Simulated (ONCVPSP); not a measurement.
Cutoff test, Mg, ONCV

ONCVPSP 4.0.1 input, shortened (lines: element, Z, core and valence counts, functional; n l f; lmax; l rc ep ncon nbas qcut; lloc lpopt rc5 dvloc0; l nproj debl; icmod fcfact rcfact), PW91, non-relativistic:

```
  Mg 12.00    1    3  -109134      upf
    1    0    2.00
    2    0    2.00
    2    1    6.00
    3    0    2.00
    1
    0    1.35    0.00    4    8    9.50
    1    1.00    0.00    4    9   11.70
    4    4    1.00    0.00
    0    2    3.80
    1    1    1.60
    3    3.25    1.65
```

Problem. For each optimised wave give the share of its norm inside rc, the residual kinetic energy above qcut (Ha) and the cutoffs (Ha) for errors of 10, 1, 0.1 and 0.01 mHa per electron.

Solution.

| wave | norm inside rc | residual KE | 10 mHa | 1 mHa | 0.1 mHa | 0.01 mHa |
| --- | --- | --- | --- | --- | --- | --- |
| 2s | 0.963 | 3.4e-09 | 16.4 | 22.4 | 27.9 | 32.6 |
| 3s | 0.039 | 1.6e-07 | 9.5 | 15.1 | 20.2 | 24.7 |
| 2p | 0.830 | 1.9e-04 | 51.3 | 61.3 | 91.5 | 268.0 |

The occupied waves need 61 Ha and 92 Ha for 1 and 0.1 mHa.
